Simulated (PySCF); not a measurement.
4-chloro-alpha-methylstyrene, C9H9Cl.
Atom-mapped SMILES: `[CH2:1]=[C:2]([CH3:3])[c:4]1[cH:5][cH:6][c:7]([Cl:8])[cH:9][cH:10]1` (hydrogens: H11, H12 on C1; H13, H14, H15 on C3; H16 on C5; H17 on C6; H18 on C9; H19 on C10)

A GFN2-xTB structure was refined with PBE0-D3(BJ)/def2-SVP geometry optimisation, gas phase (PySCF 2.14.0). Its GFN2-xTB values:

```tsv
coordinate	GFN2-xTB
C1=C2	1.329 Å
C1–H11	1.076 Å
C1–H12	1.077 Å
C2–C3	1.501 Å
C2–C4	1.472 Å
C3–H13	1.089 Å
C4–C5	1.394 Å
C5–C6	1.382 Å
C5–H16	1.079 Å
C6–C7	1.385 Å
C6–H17	1.079 Å
C7–Cl8	1.730 Å
C1–C2–C3	121.4°
C1–C2–C4	121.6°
C2–C4–C5	121.2°
C3–C2–C4	117.0°
C4–C5–C6	121.2°
C5–C4–C10	118.1°
C6–C7–Cl8	119.8°
C6–C7–C9	120.5°
C1–C2–C4–C5	-145°
```

Q: How do these coordinates change at the PBE0-D3(BJ)/def2-SVP level?

A: 
| coordinate | PBE0-D3(BJ)/def2-SVP (Å or °) | change |
| --- | --- | --- |
| C1–H11 | 1.092 | +0.016 |
| C1–H12 | 1.093 | +0.016 |
| C1=C2 | 1.343 | +0.014 |
| C3–H13 | 1.102 | +0.013 |
| C5–H16 | 1.091 | +0.012 |
| C6–H17 | 1.091 | +0.012 |
| C2–C4 | 1.483 | +0.011 |
| C5–C6 | 1.392 | +0.010 |
| C4–C5 | 1.403 | +0.009 |
| C6–C7 | 1.392 | +0.007 |
| C7–Cl8 | 1.732 | +0.002 |
| C2–C3 | 1.502 | +0.001 |
| C5–C4–C10 | 117.4 | -0.7 |
| C1–C2–C3 | 120.7 | -0.7 |
| C3–C2–C4 | 117.5 | +0.5 |
| C4–C5–C6 | 121.7 | +0.5 |
| C6–C7–C9 | 120.3 | -0.2 |
| C1–C2–C4 | 121.7 | +0.1 |
| C6–C7–Cl8 | 119.9 | +0.1 |
| C2–C4–C5 | 121.1 | -0.1 |
| C1–C2–C4–C5 | -155 | -10 |

The energy falls by 0.062 eV over 9 energy and gradient evaluations, the largest force component goes from 0.0115 to 7.7e-05 Eh/bohr, and the atoms move by 0.135 Å rms after alignment. Among the bonds, C1–H11 and C1–H12 change most and about equally (+0.016 Å). Bonds longer at the end by more than 0.005 Å: 17 of 19; shorter: 0. Among the dihedrals that turn most is C3–C2–C4–C5, from 34° to 24°. Rotational constants go from 3610, 561.3, 497.9 to 3578, 556.2, 488.2 MHz.

The run used 189 basis functions and 65 SCF cycles in all. Hardware: one thread, Arm Neoverse V1 (aarch64), on a shared host. Cost: 3.0 min of wall time, 0.92 GiB resident at most.

Whether it is a minimum is left open (no frequencies). One conformer, not necessarily the lowest.
